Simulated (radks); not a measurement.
Ionisation of the rhodium ion Rh+, [Kr] 4d8, to [Kr] 4d7 as the strength of local exchange is varied. Method: scalar-relativistic Kohn-Sham, Slater X-alpha exchange (alpha = 2/3 is LDA exchange), no correlation, spin-unpolarised, spherical densities, finite nucleus; Fermi nuclear charge, rms radius 4.4945 fm; computed with a radial shooting solver on a logarithmic mesh with Libxc functionals.

| alpha | E(Rh+) (hartree) | exchange (hartree) | IE (eV) | -e of the level emptied (eV) | <r> of it (bohr) |
|---|---|---|---|---|---|
| 0.57 | -4756.18354 | -110.19535 | 16.873 | 11.242 (4d) | 1.604 |
| 0.614 | -4764.71316 | -118.91769 | 17.532 | 11.807 (4d) | 1.585 |
| 0.666 | -4774.81363 | -129.26570 | 18.333 | 12.499 (4d) | 1.563 |
| 0.667 | -4775.00808 | -129.46512 | 18.349 | 12.512 (4d) | 1.562 |
| 0.844 | -4809.55218 | -165.01327 | 21.253 | 15.057 (4d) | 1.492 |
| 0.865 | -4813.66726 | -169.26382 | 21.616 | 15.379 (4d) | 1.485 |
| 1.001 | -4840.40252 | -196.96004 | 24.057 | 17.559 (4d) | 1.437 |

NIST Atomic Spectra Database: 18.080 eV (semi-empirical). The Delta-SCF value meets it near alpha = 0.65. Spin polarisation and multiplet splitting are left out, so open shells lie too high by an amount that depends on their filling.

Beside tabulated values, note that spin-unpolarised runs miss the spin-polarisation part of the exchange energy of open shells.
